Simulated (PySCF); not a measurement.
A structure optimised at B3LYP-D3(BJ)/def2-TZVPD, used in a PySCF frequency run:

```
Be
O 1 1.3993
H 2 0.9508 1 143.59
H 1 1.3257 3 168.25 2 180.00
```

### Question
Write its SMILES, formula and point group.

### Answer
[BeH][OH], BeH₂O, Cs

### Question
What are its rotational constants (standard atomic weights)?

### Answer
1862.7, 28.252, 27.830 GHz
